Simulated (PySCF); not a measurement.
C7H11FSi.
Numbering: `[CH2:1]=[CH:2][Si@@H:3]1[CH2:4][CH:5]=[C:6]([CH2:7][F:8])[CH2:9]1` (hydrogens: H10, H11 on C1; H12 on C2; H13 on Si3; H14, H15 on C4; H16 on C5; H17, H18 on C7; H19, H20 on C9)

Method used: PySCF 2.14.0, PBE0-D3(BJ)/def2-SVP geometry optimisation, gas phase.

Problem. What internal coordinates does the optimisation give?

Solution. 
| bond | length (Å) | order |
| --- | --- | --- |
| C1=C2 | 1.338 | double |
| C2–Si3 | 1.868 | single |
| Si3–C4 | 1.902 | single |
| C4–C5 | 1.504 | single |
| C5=C6 | 1.342 | double |
| C6–C7 | 1.493 | single |
| C7–F8 | 1.369 | single |
| C6–C9 | 1.509 | single |
| Si3–C9 | 1.905 | single |
| C1–H10 | 1.096 | single |
| C1–H11 | 1.096 | single |
| C2–H12 | 1.099 | single |
| Si3–H13 | 1.497 | single |
| C4–H14 | 1.104 | single |
| C4–H15 | 1.104 | single |
| C5–H16 | 1.094 | single |
| C7–H17 | 1.107 | single |
| C7–H18 | 1.107 | single |
| C9–H19 | 1.105 | single |
| C9–H20 | 1.105 | single |

Orders are formal, as drawn. A selection of angles:
| angle | degrees |
| --- | --- |
| C2–C1–H10 | 121.6 |
| C2–C1–H11 | 122.3 |
| H10–C1–H11 | 116.0 |
| C1–C2–Si3 | 124.0 |
| C1–C2–H12 | 118.0 |
| Si3–C2–H12 | 118.0 |
| C2–Si3–C4 | 113.5 |
| C2–Si3–C9 | 113.3 |
| C2–Si3–H13 | 107.8 |
| C4–Si3–C9 | 95.4 |
| C4–Si3–H13 | 113.8 |
| C9–Si3–H13 | 112.9 |
| Si3–C4–C5 | 103.1 |
| Si3–C4–H14 | 112.9 |
| Si3–C4–H15 | 112.1 |
| C5–C4–H14 | 111.7 |
| C5–C4–H15 | 111.6 |
| H14–C4–H15 | 105.6 |
| C4–C5–C6 | 119.4 |
| C4–C5–H16 | 120.7 |
| C6–C5–H16 | 119.8 |
| C5–C6–C7 | 123.2 |
| C5–C6–C9 | 119.1 |
| C7–C6–C9 | 117.7 |
| C6–C7–F8 | 112.5 |
| C6–C7–H17 | 109.9 |
| C6–C7–H18 | 109.9 |
| F8–C7–H17 | 108.7 |
| F8–C7–H18 | 108.7 |
| H17–C7–H18 | 107.0 |
| C6–C9–H19 | 111.5 |
| C6–C9–H20 | 111.7 |
| Si3–C9–C6 | 103.0 |
| Si3–C9–H19 | 112.5 |
| Si3–C9–H20 | 112.5 |
| H19–C9–H20 | 105.9 |

Dihedral angles: C1–C2–Si3–C4 -127° (anticlinal); C2–Si3–C4–C5 -117° (anticlinal); Si3–C4–C5–C6 -1° (synperiplanar); C4–C5–C6–C7 180° (antiperiplanar); C5–C6–C7–F8 0° (synperiplanar); C5–C6–C9–Si3 1° (synperiplanar); C2–Si3–C9–C6 117° (anticlinal).

Si3 (SiH silicon) has angles from 95.4° to 113.8°. Of the pairs four or more bonds apart, F8···H16 is among the closest relative to their van der Waals radii: 2.40 Å, 90 % of the sum of Bondi's values. The 5 C–C bonds span 1.338 Å (C1=C2, drawn double) to 1.509 Å (C6–C9, drawn single), a spread of 0.171 Å. The C–Si distances run from 1.868 Å (C2–Si3, drawn single) to 1.905 Å (Si3–C9, drawn single), a spread of 0.037 Å. The 5-membered ring Si3–C4–C5–C6–C9 has internal angles of 95.4° to 119.4°; it is planar, 0.01 Å rms from its mean plane, widest ring torsion 2°.

Point group: C1 (no symmetry element, even within 0.4 Å). PBE0-D3(BJ)/def2-SVP frequencies: not computed here. One conformer, not necessarily the lowest.

The run took 5.1 min wall on one thread, Arm Neoverse N1 (aarch64) (shared host), and the process peaked at 0.78 GiB of memory. This is the geometry optimisation.
